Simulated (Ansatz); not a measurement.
A nudged elastic band was laid between two geometries of H4Si + H8HfN4 (18 atoms, charge 0, multiplicity 1).

Theory: RKS PBE/def2-SVP (Ansatz 0.2.0).

```
movable images  : 9
climbing image  : yes
spring          : 5.0 eV/Å²
optimiser       : quadratic models (default)
start path      : through a guess of the saddle point
force threshold : 0.05 eV/Å
iteration limit : 60
end points      : relaxed
```

Initial state:

```xyz
18
Properties=species:S:1:pos:R:3
Hf 0.370 -0.188 0.049
N 0.716 -0.138 2.075
H -0.038 -0.158 2.774
H 1.607 -0.047 2.575
N 2.128 0.232 -0.933
H 2.835 -0.470 -1.183
H 2.416 1.127 -1.344
N -1.032 1.258 -0.428
H -1.729 1.249 -1.182
H -1.116 2.163 0.052
N -0.249 -2.063 -0.542
H -0.510 -2.867 0.040
H -0.338 -2.350 -1.525
Si -3.762 0.463 1.391
H -3.974 0.002 -0.023
H -5.016 0.177 2.176
H -3.506 1.943 1.437
H -2.627 -0.290 2.031
```

Final state:

```xyz
18
Properties=species:S:1:pos:R:3
Hf -0.487 -0.110 -0.127
N -0.107 1.262 1.917
H -0.018 0.685 2.766
H 0.706 1.895 1.894
N 1.377 -0.775 0.475
H 1.884 -1.508 -0.036
H 1.975 -0.465 1.249
N -0.620 1.619 -1.233
H -1.528 1.891 -1.639
H 0.081 2.289 -1.569
N -0.977 -1.617 -1.433
H -1.048 -2.611 -1.176
H -1.319 -1.530 -2.398
Si -2.789 -0.618 1.414
H -4.086 -0.288 0.687
H -2.984 -2.065 1.837
H -2.946 0.141 2.734
H -0.938 1.850 2.077
```

(1) Which bonds break or form, and what moves?

(2) Give the energies along the band, and the barrier.

(3) What is the geometry of the highest image?

The band took 31 iterations and of the order of 18 core-minutes.

Answers

(1) Bonds broken: Si14–H18. Bonds formed: Hf1–Si14, N2–H18. H4Si + H8HfN4 becomes H12HfN4Si.

(2) It converged. The highest image is number 6 of 0 to 10, 1.04 eV above the first end and 0.91 eV above the last; the last end lies 0.13 eV above the first. The profile has 2 maxima (images 1, 6) with wells between them (image 3): this band takes more than one step, which may be the mechanism or a detour left from its start path. A vibrational analysis at the climbing image gives one clearly imaginary mode, 1024i cm⁻¹: a first-order saddle point. The orbitals stay closed-shell, which can raise the energy where a bond breaks towards radicals; this wasn't checked here.

```tsv
image	path coordinate (Å)	energy (eV)	Si14–H18 (Å)	Hf1–Si14 (Å)	N2–H18 (Å)
0	0.00	0.00	1.50	4.39	3.35
1	1.99	0.06	1.50	4.51	3.19
2	3.99	0.05	1.50	4.66	3.20
3	5.99	0.04	1.50	4.33	3.18
4	7.99	0.05	1.50	4.74	3.45
5	9.99	0.07	1.51	4.19	2.78
6	11.99	1.04	1.92	3.22	1.32
7	13.89	0.46	2.71	2.87	1.03
8	15.79	0.30	2.78	2.84	1.03
9	17.69	0.19	2.93	2.84	1.03
10	19.59	0.13	3.16	2.82	1.03
```

(3) 
```xyz
18
Properties=species:S:1:pos:R:3
Hf -0.071 -0.023 0.042
N 0.036 0.125 2.238
H 0.334 -0.644 2.854
H 0.157 1.009 2.749
N 1.867 -0.030 -0.636
H 2.275 -0.653 -1.344
H 2.590 0.650 -0.368
N -0.863 1.683 -0.769
H -1.855 1.951 -0.752
H -0.358 2.348 -1.365
N -0.752 -1.862 -0.543
H -0.154 -2.699 -0.554
H -1.685 -2.128 -0.876
Si -3.045 0.065 1.269
H -3.507 -0.280 -0.144
H -3.805 -0.933 2.124
H -3.729 1.397 1.531
H -1.260 0.070 1.985
```

Time of the run: 5 min on 4 threads of AMD EPYC 9R45 96-Core Processor (Zen 5), with other jobs on the host, peak memory 0.28 GiB.
